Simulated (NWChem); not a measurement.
System meant: BaCl₂ anion, doublet; SMILES of the neutral closed-shell parent [Cl][Ba][Cl]

The following NWChem deck was run.

```
start job
memory heap 200 mb stack 900 mb global 1100 mb
charge -1
geometry units angstroms noautoz
  Ba     0.734947     0.000000    -0.000000
  Cl    -0.563408     0.000000     2.600723
  Cl    -0.563408     0.000000    -2.600723
end
basis spherical
  * library def2-svp
end
dft
  odft
  mult 2
  xc b3lyp
  iterations 150
  mulliken
end
task dft energy
```

End of the output:

```
             Grid Information
             ----------------
          Grid used for XC integration:  medium
          Radial quadrature: Mura-Knowles
          Angular quadrature: Lebedev.
          Tag              B.-S. Rad. Rad. Pts. Rad. Cut. Ang. Pts.
          ---              ---------- --------- --------- ---------
          Ba                  2.15      123          12.0       590
          Cl                  1.00       88          12.0       590
          Grid pruning is: on
          Number of quadrature shells:   211
          Spatial weights used:  Erf1

          Convergence Information
          -----------------------
          Convergence aids based upon iterative change in
          total energy or number of iterations.
          Levelshifting, if invoked, occurs when the
          HOMO/LUMO gap drops below (HL_TOL):  1.00D-02
          DIIS, if invoked, will attempt to extrapolate
          using up to (NFOCK): 10 stored Fock matrices.

                    Damping( 0%)  Levelshifting(0.5)       DIIS
                  --------------- ------------------- ---------------
          dE  on:    start            ASAP                start
          dE off:    2 iters        150 iters           150 iters

      Screening Tolerance Information
      -------------------------------
          Density screening/tol_rho:  1.00D-10
          AO Gaussian exp screening on grid/accAOfunc:  14
          CD Gaussian exp screening on grid/accCDfunc:  20
          XC Gaussian exp screening on grid/accXCfunc:  20
          Schwarz screening/accCoul:  1.00D-08

      Superposition of Atomic Density Guess
      -------------------------------------

      charge =      56.0 Ba (Barium)

      symmetry species            s     p     d     f
      number of basis functions = 6     6     5
      number of cont. functions = 4     3     2
      number of closed shells   = 6     4     2
      number of open shells     = 0     0     0
      open shell occupation     = 0     0     0
 ------------------------------------------------------------------------
 atomscf:atomd: error in atom scf                   0
 ------------------------------------------------------------------------
 ------------------------------------------------------------------------
  current input line :
    19: task dft energy
 ------------------------------------------------------------------------
 ------------------------------------------------------------------------
 This error has not yet been assigned to a category
 ------------------------------------------------------------------------
 For more information see the NWChem manual at https://nwchemgit.github.io

0:atomscf:atomd: error in atom scf:Received an Error in Communication
```

Problem. Find the fault in this run and fix the input.

Solution. The run crashed. Cause: the def2 basis of a heavy element holds valence functions alone and wants its effective core potential (without it all electrons must fit into that basis). This input runs:
```
start job
memory heap 200 mb stack 900 mb global 1100 mb
charge -1
geometry units angstroms noautoz
  Ba     0.734947     0.000000    -0.000000
  Cl    -0.563408     0.000000     2.600723
  Cl    -0.563408     0.000000    -2.600723
end
basis spherical
  * library def2-svp
end
ecp
  Ba library def2-ecp
end
dft
  odft
  mult 2
  xc b3lyp
  iterations 150
  mulliken
end
task dft energy
```
It converges to -945.82915 Ha (B3LYP/def2-SVP with def2 effective core potentials on Ba, spin-unrestricted).
